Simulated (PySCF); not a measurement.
Structure from NMR data

The spectra below were simulated for a compound C₇H₁₂P₂.

1H NMR (500 MHz, computed): δ 3.95 (m, 2H), 1.76 (t, 1H), 1.63 (m, 9H).

13C{1H} NMR (computed): δ 84.9 (C), 80.7 (CH), 45.8 (C), 35.7 (CH3), 27.4 (CH2).

PySCF 2.14 calculation with GFN2-xTB geometry and σ from GIAO-PBE0/pcSseg-1; relativity neglected, one averaged value for each set of equivalent atoms, no solvent model, a single conformation.

References, each an isolated molecule treated in the same way: TMS for 1H (31.72 ppm), 13C (186.93 ppm).

Which of these isomers gave the spectra?
A. C#CC/P=P/C(C)(C)C
B. C/C=C/P=P\C1CCC1
C. CP(C)P1C=CCC=C1

## Answers

A. 

5 carbon signals for 7 carbons: some carbons are equivalent by symmetry or fast rotation. Carbon types of the structure: 2 × C, 1 × CH, 1 × CH2, 3 × CH3, which accounts for all hydrogens. δC 84.9: alkyne carbon; the triple bond shields along its axis, which puts it between sp3 and sp2 carbons. δC 80.7: terminal alkyne carbon; sp carbons lie upfield of alkene carbons because the cylindrical π system leaves one tensor component strongly shielded. δC 35.7: methyl carbon; a saturated carbon with 1 carbon neighbour and no heteroatom attached. δH 1.76: hydrogen on a terminal alkyne carbon; it lies on the axis of the triple bond, in its shielding cone. δH 1.63: hydrogen on a methyl carbon.

The others: CP(C)P1C=CCC=C1 would give 4 carbon signals, not 5; C/C=C/P=P\C1CCC1 would give 6 carbon signals, not 5.

Splittings by 31P in the carbon and heteronuclear signals aren't shown, as no couplings were computed. Shifts are as computed. Against solution values, carbons near 30 ppm lie about +3 ppm off and those near 130 ppm about +5 ppm. Of 1211 compounds with measured shifts, 218 miss one by over three times the rms of a fit or turn the order of signals round; such compounds aren't used in these exercises. Multiplicities follow the n + 1 count of equivalent neighbours, as no J values were calculated; m marks all less simple cases, F and P coupling included.
